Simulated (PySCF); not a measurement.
I₃Y, SMILES [Y-]([I])([I])[I] (connectivity only; charge and spin as stated), charge -1, multiplicity 2. Atoms are numbered in the order given.

```xyz
4

Y      0.0000     0.0000     0.0000
I      2.8985     0.0000     0.0000
I     -1.4492     2.5101     0.0000
I     -1.4492    -2.5101     0.0000
```
Charge -1, spin multiplicity 2.

Geometry optimised at PBE0-D3(BJ)/def2-SVPD. The spin state was assumed, not searched. The def2 effective core potentials stand for the cores of I, Y; spin–orbit coupling is left out.

All values below come from PySCF with PBE0/def2-SVPD.

Mulliken values depend strongly on the basis, most of all with diffuse functions as here. ESP charges are fitted to the potential on shells at 1.4 to 2.0 van der Waals radii. Atomic charges (e):

| atom | Mulliken | ESP fit | Mulliken spin |
|---|---|---|---|
| Y1 | 0.63 | 0.27 | 1.14 |
| I2 | -0.54 | -0.43 | -0.05 |
| I3 | -0.54 | -0.42 | -0.05 |
| I4 | -0.54 | -0.42 | -0.05 |
